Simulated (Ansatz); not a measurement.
Input and output for Mg4O7H6.

```yaml
crystal:
  periodic: [false, false, false]
  atoms:
    - {symbol: Mg, position_ang: [2.111554, 0.465675, -0.289180]}
    - {symbol: Mg, position_ang: [-2.501188, -1.190728, 2.669595]}
    - {symbol: Mg, position_ang: [-0.287170, -0.310556, 0.938903]}
    - {symbol: Mg, position_ang: [0.626045, 0.832481, -2.613842]}
    - {symbol: O, position_ang: [0.169698, 1.007948, -0.615520]}
    - {symbol: O, position_ang: [0.439076, -0.450026, -1.017231]}
    - {symbol: O, position_ang: [1.679942, -0.095717, 1.454466]}
    - {symbol: O, position_ang: [-1.611511, 0.460595, 2.171985]}
    - {symbol: O, position_ang: [0.039429, 1.181799, -4.285803]}
    - {symbol: O, position_ang: [2.554136, 1.030259, -2.036035]}
    - {symbol: O, position_ang: [-1.193403, -1.973158, 1.468523]}
    - {symbol: H, position_ang: [-1.781921, 1.379894, 2.376869]}
    - {symbol: H, position_ang: [3.286066, 1.316044, -2.581897]}
    - {symbol: H, position_ang: [-1.054941, -2.863151, 1.144664]}
    - {symbol: H, position_ang: [-3.775999, -1.704345, 3.690971]}
    - {symbol: H, position_ang: [2.071651, -0.253172, 2.312125]}
    - {symbol: H, position_ang: [-0.771456, 1.166166, -4.788595]}
basis:
  gaussian: {orbitals: cc-pVTZ-DK}
hamiltonian: {xc: {name: HF}}
scf: {lower_state_search: full}
```

```sh
$ ansatz run in.yaml --threads 6 --pin off --events-out ev --progress --plain --max-ram 7833MiB
```

Shortened log:

```
Functional definition: HF
3207 factors; their error is unknown
mean field evaluation 1: about -36128.0673 eV, gradient 8.7e1 eV
mean field evaluation 2: about -36135.8905 eV, gradient 6.0e1 eV
mean field evaluation 4: about -36141.4177 eV, gradient 1.4e0 eV
mean field evaluation 8: about -36141.4218 eV, gradient 4.0e-2 eV
mean field -36143.09500524 eV, -1328.2342427730 hartree, gradient 4.6e-5 eV, S^2 0.000000; 0 other end points of the search recorded, 0 dependent functions left out
reference -36143.09500524 eV, -1328.2342427730 hartree; 55, 55 occupied and 375, 375 virtual orbitals, 3207 factors
Total energy: -36143.09500524 eV, -1328.2342427730 hartree
Relativity: scalar
```

Hardware: 6 threads of Intel Xeon on a shared host. Wall time 11 s, peak host memory 2 GiB.

DK, ANO-RCC and x2c sets are all-electron and run with scalar relativity unless a key says otherwise. The restricted singlet is unstable towards broken spin symmetry in Hartree–Fock (as tested in another run); at RHF/cc-pVTZ-DK this wasn't settled.
